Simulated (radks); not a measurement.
The ytterbium ion Yb11+, 59 electrons, occupied as [Kr] 4d10 4f11 5s2.

All-electron calculation, Dirac Kohn-Sham, BLYP, spin-unpolarised, spherical densities, finite nucleus; open shells fill j = l - 1/2 first; Fermi nuclear charge, rms radius 5.3108 fm. Program: a radial shooting solver on a logarithmic mesh with Libxc functionals.

Energy parts (Ry):
| part | energy |
|---|---|
| total | -28075.3792 |
| kinetic | 31189.6678 |
| electron-nucleus | -68804.3087 |
| Hartree | 10115.5531 |
| exchange-correlation | -576.2913 |

Orbitals (lengths in bohr, moments of r in powers of bohr; r(90%) holds 90 % of the orbital's charge):
orbital  occ.  eigenvalue (Ry)  r(90%)
1s1/2       2        -4510.540  0.0357
2s1/2       2        -776.5814   0.129
2p1/2       2        -741.5969   0.114
2p3/2       4        -664.6037   0.124
3s1/2       2        -186.8953   0.318
3p1/2       2        -171.4242   0.310
3p3/2       4        -155.0796   0.329
3d3/2       4        -128.6940   0.301
3d5/2       6        -125.1218   0.307
4s1/2       2        -48.87722   0.698
4p1/2       2        -42.59695   0.717
4p3/2       4        -38.84848   0.761
4d3/2       4        -28.47727   0.815
4d5/2       6        -27.78342   0.831
5s1/2       2        -17.20488    1.50
4f5/2       6        -14.93453    1.01
4f7/2       5        -14.81179    1.02

The highest occupied level is 4f7/2 at -201.52 eV. The electron density at the nucleus is 1.027e+06 e/bohr^3. Summed over all electrons, <r^2> = 14.57 bohr^2, which gives a Langevin (diamagnetic) susceptibility term of -11.5 x 10^-6 cm^3/mol.
